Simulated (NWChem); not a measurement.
Species: CH₃FN₂OSi; SMILES O(C#N)[Si@@H](F)N

```xyz
9

N      0.6466     2.9111     0.2837
C      0.0956     1.8891     0.2626
O     -0.5514     0.7854     0.2599
Si    -0.1208    -0.6916    -0.4773
N     -1.1543    -1.8657     0.1387
F      1.4245    -0.8621    -0.0513
H     -0.2228    -0.5886    -1.9428
H     -1.2903    -2.0522     1.1248
H     -1.6723    -2.4924    -0.4634
```
Atoms are numbered in this order, from 1.

Level: PBE0/def2-SVP (NWChem), optimised geometry, unscaled harmonic frequencies. 

| frequency (cm⁻¹) | IR intensity (km/mol) |
|---|---|
| 35 | 3.7 |
| 78 | 16.1 |
| 107 | 3.9 |
| 265 | 107.1 |
| 301 | 18.5 |
| 336 | 70.5 |
| 346 | 49.4 |
| 521 | 7.7 |
| 536 | 15.2 |
| 676 | 56.7 |
| 741 | 50.3 |
| 828 | 69.6 |
| 881 | 216.9 |
| 898 | 80.9 |
| 1011 | 243.2 |
| 1242 | 269.8 |
| 1529 | 91.0 |
| 2354 | 81.2 |
| 2443 | 289.9 |
| 3637 | 86.0 |
| 3743 | 86.3 |

zero-point energy: 32.2 kcal/mol
thermal correction to the enthalpy at 298.15 K (with zero-point energy): 37.6 kcal/mol
heat capacity Cv: 24.7 cal/(mol K)
entropy at 298.15 K and 1 atm (symmetry number 1): 87.8 cal/(mol K)
dipole moment: 6.49 D

Rigid rotor and harmonic oscillator; modes under 100 cm⁻¹ make the entropy uncertain.
